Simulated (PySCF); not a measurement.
Ti(F)3(Cl)(NH3) (ClF3H3NTi), SMILES [NH3]->[Ti]([F])([F])([F])[Cl], multiplicity 1. Atoms are numbered in the order given.

```xyz
9

Ti     0.1672    -0.3384     0.0000
F     -0.3263    -1.1071     1.4957
F      1.8465    -0.8150     0.0000
F     -0.3263    -1.1071    -1.4957
Cl     0.4359     1.8820     0.0000
N     -2.0759     0.2427     0.0000
H     -2.3135     0.7995     0.8229
H     -2.6754    -0.5855     0.0000
H     -2.3135     0.7995    -0.8229
```
Charge 0, spin multiplicity 1.

Geometry optimised at B3LYP-D3(BJ)/def2-SVP. The multiplicity is an assumed one; other spin states were not compared.

The numbers are results of CAM-B3LYP/def2-TZVP (PySCF), not measurements.

Symmetry labels are those of the subgroup Cs that the program uses (full group Cs).

List the valence orbital energies around the gap with their symmetry. (The exact figures need the calculation; the answer reports its results.)


```tsv
orbital	symmetry	energy (eV)
HOMO−7	A'	-14.10
HOMO−6	A"	-13.61
HOMO−5	A'	-13.54
HOMO−4	A"	-13.04
HOMO−3	A'	-12.22
HOMO−2	A'	-11.62
HOMO−1	A"	-10.79
HOMO	A'	-10.49
LUMO	A'	-1.69
LUMO+1	A"	-1.48
LUMO+2	A'	-0.96
LUMO+3	A"	-0.55
```
